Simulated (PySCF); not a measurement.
**IrN: frontier orbitals**

PBE at R = 1.581 Å; basis Ir def2-TZVPP with ECP60, N def2-TZVPP; scalar-relativistic core potentials; PySCF 2.14. State: ¹Σ⁺ (singlet), closed shell. Only the outer orbitals are listed, counted within each symmetry, core potentials removing the inner ones.

```json
{"orbital": "4σ", "occ.": "2", "ε (eV)": "-20.69", "on Ir (%)": "21", "main shells (%)": "76 N s, 14 Ir d"}
{"orbital": "2π", "occ.": "2", "ε (eV)": "-10.75", "on Ir (%)": "51", "main shells (%)": "50 Ir d, 48 N p"}
{"orbital": "2π", "occ.": "2", "ε (eV)": "-10.75", "on Ir (%)": "51", "main shells (%)": "50 Ir d, 48 N p"}
{"orbital": "5σ", "occ.": "2", "ε (eV)": "-10.68", "on Ir (%)": "34", "main shells (%)": "46 N p, 32 Ir d, 20 N s"}
{"orbital": "1δ", "occ.": "2", "ε (eV)": "-6.28", "on Ir (%)": "100", "main shells (%)": "100 Ir d"}
{"orbital": "1δ", "occ.": "2", "ε (eV)": "-6.28", "on Ir (%)": "100", "main shells (%)": "100 Ir d"}
{"orbital": "6σ", "occ.": "2", "ε (eV)": "-5.89", "on Ir (%)": "94", "main shells (%)": "76 Ir s, 16 Ir d"}
{"orbital": "3π", "occ.": "0", "ε (eV)": "-4.47", "on Ir (%)": "55", "main shells (%)": "44 N p, 44 Ir d, 10 Ir p"}
{"orbital": "3π", "occ.": "0", "ε (eV)": "-4.47", "on Ir (%)": "55", "main shells (%)": "44 N p, 44 Ir d, 10 Ir p"}
{"orbital": "7σ", "occ.": "0", "ε (eV)": "-2.58", "on Ir (%)": "71", "main shells (%)": "28 N p, 27 Ir p, 25 Ir d"}
```

Question: Which are the highest filled and the lowest empty level, where do they sit, and how wide is the gap?

Answer: Highest filled 6σ at -5.89 eV (in %: 76 Ir s, 16 Ir d); lowest empty 3π at -4.47 eV (in %: 44 N p, 44 Ir d, 10 Ir p); the gap at PBE is 1.42 eV.

| Item | Value |
| --- | --- |
| bond order (Mayer) | 3.11 |
| ⟨S²⟩ | 0.000 |
| charge on Ir (Mulliken, basis-dependent) | 0.06 |
| charge on Ir (Löwdin, basis-dependent) | 0.04 |
| dipole moment (positive dipole means Ir(−)N(+)) | -1.15 D |
| polarisability along the bond | 53.2 bohr³ |
| polarisability across the bond | 46.7 bohr³ |

Spin–orbit coupling is left out.
